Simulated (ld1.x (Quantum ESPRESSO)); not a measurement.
Transferability test, TM potential for C

| Quantity | Value |
| --- | --- |
| Element | C |
| Generator | ld1.x (Quantum ESPRESSO) 7.5 |
| Type | norm-conserving Troullier–Martins (Kleinman–Bylander form) |
| Functional | PBEsol |
| Relativity | scalar-relativistic |
| Frozen core | [He] |
| Valence charge | 4 |
| Reference configuration | 2s2 2p1 (charge +1) |
| Partial waves | 2s (bound): rc 1.30 bohr; 2p (bound): rc 2.20 bohr; 3d channel at 0.15 Ry: rc 2.30 bohr |
| Local potential | all-electron potential smoothed inside 1.75 bohr (lloc = -1) |
| Core correction | a·sin(br)/r model core inside 0.65 bohr |

Energies are relative to the spin-unpolarised reference configuration 2s2 2p1; without spin polarisation the order of configurations can differ from experiment.

Problem. Give the all-electron excitation energy and the error of the potential for: 2s2 2p2; 2s2 2p0; 2s1 2p0; 2s0 2p4; 2s1 2p3; 2s2 2p2.3; 2s1 2p2.

Solution.

| valence configuration | charge | ΔE all-electron (eV) | error AE − PS (meV) |
| --- | --- | --- | --- |
| 2s2 2p2 | 0 | -10.789 | +32 |
| 2s2 2p0 | +2 | 24.019 | +157 |
| 2s1 2p0 | +3 | 71.982 | +410 |
| 2s0 2p4 | 0 | 6.084 | +131 |
| 2s1 2p3 | 0 | -2.362 | +84 |
| 2s2 2p2.3 | -0.3 | -11.933 | +39 |
| 2s1 2p2 | +1 | 8.713 | +2.4 |

Levels in the configuration 2s0 2p4:

| level | all-electron (eV) | pseudo (eV) |
| --- | --- | --- |
| 2p | -6.054 | -6.104 |
